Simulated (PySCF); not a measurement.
Compound: C10H12O.
Geometry (GFN2-xTB, Å), atoms numbered from 1 in this order:
```xyz
23
C10H12O angstrom
C     -2.3906   -2.3121   -0.0814
C     -1.3343   -1.7935    0.1384
C     -0.0616   -1.1494    0.4071
C     -0.3018   -0.1156    1.5021
O      0.0941   -0.2671    2.6288
C     -1.1045    1.0762    1.0512
C     -0.4962    1.6959   -0.2084
C     -0.3913    0.6557   -1.3168
C      0.5011   -0.5139   -0.8791
C      1.9269   -0.0579   -0.7510
C      2.6650   -0.0255    0.3425
H     -3.3072   -2.7838   -0.2752
H      0.6349   -1.9076    0.7829
H     -2.1170    0.7266    0.8306
H     -1.1550    1.8049    1.8619
H      0.4981    2.0846    0.0236
H     -1.1169    2.5317   -0.5368
H      0.0249    1.1128   -2.2170
H     -1.3858    0.2743   -1.5589
H      0.4717   -1.2786   -1.6675
H      2.3504    0.2806   -1.6897
H      2.3091   -0.3422    1.3072
H      3.6814    0.3307    0.3155
```

NICS is the negative of the GIAO shielding at a point without a nucleus: at the ring centre (0) and 1 Å above and below it (1); zz is the component along the ring normal. Level: GIAO PBE0/pcSseg-1 (PySCF, non-relativistic, gas phase) on the GFN2-xTB geometry, one conformer.

Ring bond lengths (Å), with Mayer bond orders in brackets: C3–C4 1.525 (0.94), C4–C6 1.506 (0.98), C6–C7 1.530 (1.02), C7–C8 1.524 (1.03), C8–C9 1.535 (1.01), C9–C3 1.541 (0.98).

Problem. What do the NICS probes read (ppm)?

Solution. 
```csv
ring,type,NICS(0),"NICS(1), two faces","NICS(1)zz, two faces",rms pucker (Å),"centre to ring atoms, mean (Å)"
C3–C4–C6–C7–C8–C9,6-membered carbocycle; formal bonds all single,-1.1,-0.9 / -3.3,3.5 / -2.1,0.23,1.47
```

Problem. What can be read from them?

Solution. 
- C3–C4–C6–C7–C8–C9: mean NICS(1)zz 0.7 ppm, near zero. C3, C6, C7, C8, C9 have four or more neighbours, and the NICS criterion for π rings isn't applied. The two faces differ by 5.6 ppm, so no symmetry operation interchanges them.

Problem. At the first NICS(1) probe listed for ring C3–C4–C6–C7–C8–C9, 1 Å off the ring, what do the in-plane components average?

Solution. The isotropic value is a third of the trace: (3 × -0.9 − (3.5))/2 = -3.1 ppm.

Problem. Give the inner angles of the rings and the Hirshfeld charges of the ring atoms.

Solution. 
- C3–C4–C6–C7–C8–C9: C3 112.2° (-0.022 e), C4 113.9° (+0.177 e), C6 110.8° (-0.079 e), C7 110.5° (-0.067 e), C8 110.7° (-0.070 e), C9 109.9° (-0.016 e); sum 667.9° against 720° for a flat convex ring.

Problem. What are the shieldings of the ring atoms and their hydrogens in the same run (means over atoms taken as equivalent)?

Solution. 
```csv
atoms,environment,σ isotropic (ppm),"principal values of the symmetric part, first atom (ppm)"
C3,sp3 carbon next to a carbonyl,140.9,"130.6, 135.4, 156.6"
C4,ketone carbonyl carbon,-26.2,"-116.2, -64.7, 102.3"
C6,sp3 carbon next to a carbonyl,144.9,"128.7, 142.6, 163.6"
C7,ring CH2 carbon,161.0,"143.9, 166.5, 172.5"
C8,ring CH2 carbon,158.2,"154.4, 155.6, 164.4"
C9,allylic carbon,137.0,"119.6, 142.9, 148.4"
H13,methine hydrogen,28.17,"23.8, 28.5, 32.2"
H14,methylene hydrogen,28.53,"24.6, 28.7, 32.3"
H15,methylene hydrogen,29.53,"25.3, 27.9, 35.4"
H16,methylene hydrogen,29.77,"26.1, 28.9, 34.3"
H17,methylene hydrogen,29.96,"24.5, 27.9, 37.5"
H18,methylene hydrogen,30.19,"25.9, 27.8, 36.8"
H19,methylene hydrogen,29.10,"25.5, 28.1, 33.7"
H20,methine hydrogen,28.67,"25.0, 26.8, 34.1"
```

The list is cut; further classes of hydrogen are left out.
